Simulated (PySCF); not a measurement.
PySCF job for C3H7FOSi, SMILES FC[SiH2]CC=O, PBE0-D3(BJ)/def2-SVP. Geometry optimised at PBE0-D3(BJ)/def2-SVP. This is a generated structure with no PubChem entry under its InChIKey; it may be hypothetical. One conformer was computed; it need not be the lowest.

```python
import numpy as np
from pyscf import gto, scf, dft, df
from pyscf.hessian import thermo

mol = gto.M(
    atom='''
    O     2.55629583    1.29649898   -0.11852199
    C     1.80735674    0.70272142    0.61054205
    C     1.33687970   -0.69862576    0.39463375
    Si   -0.32580595   -0.76520396   -0.53190831
    C    -1.63136014    0.24669744    0.40976006
    F    -2.84420257    0.14305541   -0.23912327
    H     1.37962849    1.20609049    1.52000523
    H     1.20112610   -1.21694371    1.35821935
    H     2.07059735   -1.24353665   -0.22067153
    H    -0.77224150   -2.18630380   -0.61375067
    H    -0.16003567   -0.20628833   -1.90328852
    H    -1.34400706    1.31240022    0.46913482
    H    -1.74358575   -0.11681184    1.44773769
    ''',
    basis='def2-SVP',
    charge=0,
    spin=0,
    max_memory=1600,
    verbose=3,
)
mf = dft.RKS(mol, xc='pbe0').density_fit(auxbasis='def2-universal-jkfit')
mf.disp = 'd3bj'
mf.grids.level = 3
mf.conv_tol = 1e-11
mf.max_cycle = 100
mf.kernel()

# analytic Hessian; the response equations are solved on a coarser grid
h, args, fine = mf.Hessian(), (mf.mo_energy, mf.mo_coeff, mf.mo_occ), mf.grids
h.max_memory = max(150, 2.5e-5 * df.make_auxmol(mol, mf.with_df.auxbasis).nao * mol.nelec[0] * (mol.nelec[0] + mol.nao))  # MB; small integral blocks
h1ao = h.make_h1(mf.mo_coeff, mf.mo_occ)
mf.grids = dft.Grids(mol).set(level=1).build(with_non0tab=True)
mo1, mo_e1 = h.solve_mo1(*args, h1ao)
mf.grids = fine
hess = h.hess_elec(*args, mo1, mo_e1, h1ao) + h.hess_nuc()
if mf.do_disp():
    hess += h.get_dispersion()
for i in range(mol.natm):  # the analytic DFT Hessian lacks the response of the grid: restore translational invariance
    hess[i, i] -= hess[i].sum(axis=0)
hess = (hess + hess.transpose(1, 0, 3, 2)) / 2
vib = thermo.harmonic_analysis(mol, hess, imaginary_freq=False)
thermo.dump_normal_mode(mol, vib)
th = thermo.thermo(mf, vib['freq_au'][vib['freq_au'] > 0], 298.15, 101325)
thermo.dump_thermo(mol, th)
g0 = mf.nuc_grad_method().set(verbose=0).kernel()

# dipole derivatives [dipole axis, atom, xyz] from the same response
r, irp = mol.intor('int1e_r'), mol.intor('int1e_irp').reshape(3, 3, mol.nao, mol.nao)
sl, dm0, ok = mol.aoslice_by_atom(), np.array(mf.make_rdm1()), []
dmu = np.einsum('a,xt->xat', mol.atom_charges(), np.eye(3))
for a, (_, _, p0, p1) in enumerate(sl):
    dmu[:, a] += 2 * np.einsum('xtij,ij->xt', irp[:, :, :, p0:p1], dm0.reshape(-1, mol.nao, mol.nao).sum(0)[:, p0:p1])
    for u, c, occ, f in [(mo1, mf.mo_coeff, mf.mo_occ, 4)]:
        dmu[:, a] -= f * np.einsum('tui,xuv,vi->xt', u[a], r, c[:, occ > 0], optimize=True)
L = vib['norm_mode']
ir = 974.8801 * (np.einsum('xat,kat->kx', dmu, L) ** 2).sum(1)       # km/mol
apt = np.einsum('xax->a', dmu) / 3
print('mode   freq/cm-1   IR/(km/mol)')
for k, w in enumerate(vib['freq_wavenumber']):
    print(f'{k + 1:4d} {w:11.2f} {ir[k]:13.3f}')
print('max |gradient| / (hartree/bohr):', abs(g0).max())
print('APT charges:', apt.round(4))
```

Output:

```
converged SCF energy = -582.322007251923

WARN: DFTD3 does not support analytical Hessian, using finite difference


WARN: Mole.unit (angstrom) is changed to Bohr

Mode                                 0                   1                   2
Irrep
Freq [cm^-1]                       39.3527             72.7314            102.3556
Reduced mass [au]                   5.7159              2.8038              3.7398
Force const [Dyne/A]                0.0052              0.0087              0.0231
Char temp [K]                      56.6197            104.6442            147.2670
Normal mode                   x     y     z       x     y     z       x     y     z
       0   O                 0.15 -0.07  0.00   -0.06 -0.01 -0.09    0.07  0.03  0.06
       1   C                 0.04  0.04 -0.03    0.03 -0.01  0.01   -0.05  0.06 -0.06
       2   C                -0.03  0.05  0.02    0.00 -0.01  0.06    0.01  0.03 -0.06
       3  Si                -0.01  0.06 -0.01    0.02  0.03  0.02   -0.03 -0.08  0.01
       4   C                -0.07 -0.04  0.02   -0.04 -0.10  0.08   -0.00 -0.08  0.05
       5   F                -0.06 -0.07 -0.00    0.03  0.06 -0.07    0.02  0.09 -0.02
       6   H                -0.02  0.13 -0.11    0.14 -0.01  0.06   -0.23  0.09 -0.16
       7   H                -0.08  0.11  0.05   -0.00  0.01  0.06    0.06  0.04 -0.05
       8   H                -0.04 -0.01  0.08   -0.02 -0.03  0.06    0.04  0.07 -0.06
       9   H                 0.04  0.05 -0.08    0.06  0.02 -0.13    0.03 -0.10  0.07
      10   H                -0.01  0.13  0.02    0.04  0.17  0.09   -0.12 -0.10 -0.01
      11   H                -0.12 -0.03  0.07   -0.01 -0.12  0.30    0.08 -0.10  0.16
      12   H                -0.07 -0.10  0.00   -0.16 -0.29 -0.00   -0.08 -0.16  0.01
Mode                                 3                   4                   5
Irrep
Freq [cm^-1]                      127.4079            219.1902            323.8506
[...]
       4   C                -0.00 -0.01  0.01    0.01  0.00  0.01   -0.18 -0.02 -0.10
       5   F                -0.00  0.00 -0.00   -0.00 -0.00 -0.00    0.13  0.01  0.07
       6   H                 0.29 -0.30  0.22   -0.42 -0.04 -0.23   -0.01 -0.01 -0.01
       7   H                 0.47  0.37  0.27    0.09  0.23  0.07    0.01  0.00  0.00
       8   H                 0.08  0.13  0.04   -0.29 -0.09 -0.17    0.00  0.01 -0.00
       9   H                 0.01  0.01  0.02   -0.18  0.05 -0.06   -0.04 -0.00  0.06
      10   H                -0.19 -0.03 -0.05   -0.09  0.03 -0.00   -0.02  0.07  0.02
      11   H                 0.00 -0.00 -0.02   -0.00  0.01  0.01   -0.18 -0.01 -0.06
      12   H                 0.00  0.02  0.01   -0.01  0.01  0.01   -0.18  0.02 -0.08
Mode                                18                  19                  20
Irrep
Freq [cm^-1]                     1150.6761           1171.4665           1250.2809
Reduced mass [au]                   1.4756              1.6760              1.0988
Force const [Dyne/A]                1.1511              1.3551              1.0120
Char temp [K]                    1655.5667           1685.4795           1798.8758
Normal mode                   x     y     z       x     y     z       x     y     z
       0   O                -0.01  0.03 -0.00    0.02  0.02  0.01    0.00  0.00  0.00
       1   C                 0.07 -0.09 -0.00   -0.04 -0.08 -0.09   -0.00 -0.00 -0.00
       2   C                -0.11 -0.00 -0.02    0.06  0.08  0.10    0.00  0.01  0.00
       3  Si                 0.00  0.01  0.01   -0.01 -0.01  0.00   -0.00 -0.01  0.00
       4   C                 0.00 -0.00 -0.00    0.00  0.01 -0.00   -0.02 -0.05  0.04
       5   F                -0.00  0.00 -0.00   -0.00 -0.00  0.00    0.01  0.03 -0.02
       6   H                -0.16  0.09 -0.22    0.12 -0.20  0.04    0.00 -0.02  0.00
       7   H                 0.14 -0.04  0.00   -0.49 -0.31 -0.20   -0.03 -0.03 -0.02
       8   H                 0.50  0.46  0.29    0.06  0.32 -0.11    0.00  0.01  0.00
       9   H                 0.04 -0.00 -0.02   -0.06  0.02 -0.06    0.02 -0.01 -0.03
      10   H                 0.01 -0.03 -0.00    0.03 -0.01  0.01   -0.01  0.03  0.02
      11   H                 0.00 -0.00 -0.00    0.04 -0.01  0.03   -0.60  0.11 -0.23
      12   H                 0.01 -0.01 -0.01   -0.03 -0.01 -0.01    0.67  0.00  0.15
Mode                                21                  22                  23
Irrep
Freq [cm^-1]                     1315.4735           1404.2665           1428.0571
Reduced mass [au]                   1.3274              1.1131              1.2345
Force const [Dyne/A]                1.3534              1.2933              1.4833
Char temp [K]                    1892.6735           2020.4269           2054.6562
Normal mode                   x     y     z       x     y     z       x     y     z
       0   O                 0.00  0.00 -0.00    0.02 -0.00 -0.02   -0.04 -0.00  0.05
       1   C                 0.00  0.00  0.00   -0.01  0.03 -0.00   -0.01 -0.06 -0.05
       2   C                 0.00 -0.00  0.00   -0.02  0.08  0.01    0.02  0.06 -0.01
       3  Si                -0.01  0.00  0.00   -0.00  0.00  0.00   -0.00 -0.00 -0.00
       4   C                 0.12 -0.07 -0.05    0.00 -0.00 -0.00   -0.00 -0.00 -0.00
       5   F                -0.01  0.01  0.02   -0.00 -0.00  0.00    0.00  0.00  0.00
       6   H                -0.00 -0.01  0.00   -0.22 -0.41  0.14    0.44  0.58 -0.22
       7   H                -0.01  0.01  0.01    0.31 -0.47 -0.23    0.17 -0.21 -0.14
       8   H                 0.00  0.01 -0.01    0.03 -0.33  0.42   -0.06 -0.28  0.20
       9   H                 0.04 -0.00 -0.02   -0.00  0.00 -0.01   -0.02  0.01 -0.01
      10   H                 0.03 -0.03  0.00    0.01 -0.01 -0.00    0.00 -0.00  0.00
      11   H                -0.58  0.11  0.18    0.01 -0.00  0.00   -0.00 -0.00  0.02
      12   H                -0.48  0.34  0.04   -0.02  0.01 -0.00    0.00  0.03  0.01
Mode                                24                  25                  26
Irrep
Freq [cm^-1]                     1457.0717           1876.0016           2246.8878
Reduced mass [au]                   1.0755             10.2174              1.0347
Force const [Dyne/A]                1.3453             21.1864              3.0777
Char temp [K]                    2096.4018           2699.1486           3232.7712
Normal mode                   x     y     z       x     y     z       x     y     z
       0   O                 0.00 -0.00 -0.00    0.10  0.08 -0.09   -0.00 -0.00  0.00
       1   C                 0.00  0.00  0.00   -0.14 -0.12  0.13    0.00  0.00 -0.00
       2   C                 0.00 -0.00 -0.00    0.01  0.01 -0.01   -0.00 -0.00 -0.00
       3  Si                 0.00 -0.00 -0.00    0.00 -0.00  0.00   -0.01 -0.03 -0.01
       4   C                -0.05 -0.02 -0.05   -0.00 -0.00 -0.00   -0.00  0.00 -0.00
       5   F                -0.00 -0.01 -0.01   -0.00  0.00 -0.00    0.00  0.00  0.00
       6   H                -0.02 -0.02  0.01    0.02  0.12  0.05   -0.00  0.00  0.00
       7   H                -0.01  0.01  0.00    0.04  0.05  0.01   -0.00 -0.00  0.00
       8   H                 0.01  0.01 -0.00   -0.03 -0.05  0.01    0.00 -0.00 -0.00
       9   H                -0.01  0.00  0.01   -0.01  0.01 -0.01    0.28  0.89  0.05
      10   H                -0.00  0.01  0.00   -0.01 -0.01  0.01   -0.04 -0.12  0.27
      11   H                 0.18 -0.10  0.65   -0.00 -0.00  0.00    0.00 -0.01 -0.00
      12   H                 0.35  0.54  0.21    0.00  0.00  0.00    0.00 -0.00  0.00
Mode                                27                  28                  29
Irrep
Freq [cm^-1]                     2260.1483           2883.5807           3040.3255
Reduced mass [au]                   1.0475              1.0842              1.0576
Force const [Dyne/A]                3.1526              5.3116              5.7598
Char temp [K]                    3251.8501           4148.8306           4374.3515
Normal mode                   x     y     z       x     y     z       x     y     z
       0   O                -0.00 -0.00  0.00    0.00  0.00 -0.00    0.00 -0.00 -0.00
       1   C                 0.00  0.00 -0.00    0.03 -0.04 -0.06   -0.00  0.00  0.00
       2   C                 0.00 -0.00 -0.00   -0.00  0.00  0.00   -0.00  0.00 -0.00
       3  Si                 0.01  0.02 -0.03    0.00 -0.00  0.00    0.00 -0.00 -0.00
       4   C                -0.00  0.00 -0.00    0.00  0.00  0.00    0.01  0.03  0.06
       5   F                 0.00 -0.00  0.00    0.00  0.00  0.00    0.00  0.00  0.00
       6   H                -0.00 -0.00 -0.00   -0.35  0.44  0.77    0.01 -0.01 -0.01
       7   H                -0.00  0.00 -0.00    0.00  0.01 -0.03   -0.00 -0.00  0.01
       8   H                 0.00 -0.00 -0.00    0.01 -0.00 -0.01   -0.00  0.00 -0.00
       9   H                -0.08 -0.27 -0.02   -0.00 -0.00 -0.00   -0.00 -0.00 -0.00
      10   H                -0.10 -0.35  0.86   -0.00  0.00 -0.00    0.00  0.00 -0.00
      11   H                 0.00  0.00  0.00   -0.01 -0.01 -0.00   -0.17 -0.65 -0.02
      12   H                 0.00 -0.00 -0.01   -0.00  0.00 -0.01    0.08  0.25 -0.65
Mode                                30                  31                  32
Irrep
Freq [cm^-1]                     3073.6773           3100.6052           3155.6691
Reduced mass [au]                   1.0592              1.1070              1.1068
Force const [Dyne/A]                5.8960              6.2703              6.4939
Char temp [K]                    4422.3372           4461.0805           4540.3053
Normal mode                   x     y     z       x     y     z       x     y     z
       0   O                -0.00  0.00  0.00   -0.00 -0.00  0.00   -0.00 -0.00  0.00
       1   C                -0.00 -0.00 -0.00   -0.00  0.00  0.00    0.00 -0.00 -0.00
       2   C                -0.03  0.06 -0.02   -0.00  0.00 -0.00    0.05 -0.01 -0.08
       3  Si                 0.00  0.00  0.00    0.00  0.00 -0.00    0.00  0.00 -0.00
       4   C                -0.00 -0.00  0.00    0.02  0.07 -0.05   -0.00 -0.00 -0.00
       5   F                 0.00  0.00  0.00   -0.00 -0.00  0.00   -0.00  0.00  0.00
       6   H                -0.00  0.01  0.01    0.00 -0.00 -0.00   -0.01  0.01  0.02
       7   H                -0.10 -0.34  0.65    0.00 -0.00  0.01   -0.07 -0.29  0.53
       8   H                 0.42 -0.30 -0.36    0.01 -0.00 -0.00   -0.49  0.36  0.40
       9   H                -0.00 -0.00 -0.00   -0.00 -0.01 -0.00   -0.00 -0.00  0.00
      10   H                 0.00 -0.00  0.00   -0.00 -0.00  0.00   -0.00 -0.00  0.00
      11   H                 0.00  0.01  0.00   -0.16 -0.66 -0.04    0.00  0.00  0.00
      12   H                -0.00  0.00 -0.00   -0.08 -0.21  0.62   -0.00 -0.00  0.01
temperature 298.1500 [K]
pressure 101325.00 [Pa]
Rotational constants [GHz] 5.91454 1.26228 1.15088
Symmetry number 1
Zero-point energy (ZPE) 0.09379 [Eh]   246240.741 [J/mol]
                           tot       elec      trans        rot        vib
Entropy [J/mol/K]       379.058      0.000    166.927    117.221     94.910
Cv [J/mol/K]            112.769      0.000     12.472     12.472     87.826
Cp [J/mol/K]            121.084      0.000     20.786     12.472     87.826
Internal energy [J/mol]                      3718.434   3718.434 260164.497
Internal energy [Eh]   -582.22008  -582.32201
Enthalpy [J/mol]                             6197.391   3718.434 260164.497
Enthalpy [Eh]          -582.21914
Gibbs free energy [J/mol]                  -43571.876 -31230.876 231866.950
Gibbs free energy [Eh] -582.26218
mode   freq/cm-1   IR/(km/mol)
   1       39.35         4.806
   2       72.73         7.470
   3      102.36         3.594
   4      127.41         1.226
   5      219.19         3.016
   6      323.85         1.314
   7      471.88         7.215
   8      491.33        14.330
   9      596.05         1.674
  10      640.30         1.671
  11      713.80        22.230
  12      784.31       118.818
  13      861.51        25.900
  14      868.12       107.392
  15      936.32        88.424
  16      958.58         9.449
  17     1044.19        46.324
  18     1102.77        73.825
  19     1150.68         3.825
  20     1171.47        93.943
  21     1250.28         4.208
  22     1315.47         0.638
  23     1404.27        10.667
  24     1428.06        14.117
  25     1457.07         3.306
  26     1876.00       219.042
  27     2246.89        86.734
  28     2260.15        86.875
  29     2883.58       115.274
  30     3040.33        16.547
  31     3073.68         0.811
  32     3100.61        13.852
  33     3155.67         0.298
max |gradient| / (hartree/bohr): 9.779050554357988e-05
APT charges: [-0.6353  0.8091 -0.5357  1.127   0.2449 -0.4857 -0.0725  0.0435  0.0459
 -0.2562 -0.2423 -0.0178 -0.0248]
```

Self-consistency was reached.
